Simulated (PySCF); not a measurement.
How methods differ on the excitation energy of C²⁺

C²⁺ [He] 2s2 (1S) → C²⁺ [He] 2s1 3s1 (3S), as a difference of total energies. All numbers are calculated (PySCF 2.14, scalar relativity by spin-free X2C-1e, in dyall-acv3z (15s9p4d2f, 76 functions)). Correlated levels: valence: 1s2 frozen; virtual orbitals above 40 to 60 times the deepest correlated orbital energy dropped. The calculations carry no spin-orbit coupling.

| method | excitation energy (eV) |
| --- | --- |
| UHF | 27.782 |
| MP2 (valence) | 28.882 |
| SCS-MP2 (valence) | 29.214 |
| CCSD (valence) | 29.498 |

Task: How much does correlation contribute at MP2 (valence)?

Result: 28.882 − (27.782) = 1.100 eV, measured against UHF.

The promoted electron is Rydberg-like, and one or two diffuse shells describe it only roughly, which tends to raise the upper state.

With two correlated electrons CCSD is exact in that space.
